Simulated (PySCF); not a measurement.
Computed shifts of a molecule C3H6BN3, PBE/pcSseg-1 (PySCF), GIAO, gas phase, equivalent atoms averaged, in ppm (number of nuclei): ¹³C: 179.7 (2), 36.2 (1). ¹⁵N: 409.2 (1), 399.7 (1), 136.4 (1). ¹H: 8.40 (2), 5.12 (1), 3.81 (3). References: ¹³C against TMS (σ = 182.0 ppm); ¹⁵N against NH3 (σ = 267.0 ppm); ¹¹B against BF3 (σ = 83.9 ppm); ¹H against TMS (σ = 31.49 ppm), references at their B3LYP-D3(BJ)/def2-TZVP geometries, non-relativistic. The structure is a stationary point at B3LYP-D3(BJ)/def2-SVP. Other conformers were not sampled.

Question: Which structure fits?
A. CC1=NB(N)N=C1
B. N#C/C=C/B(N)N
C. CNB1N=CC=N1
D. CC1=NC=NB1N

Answer: C, CNB1N=CC=N1
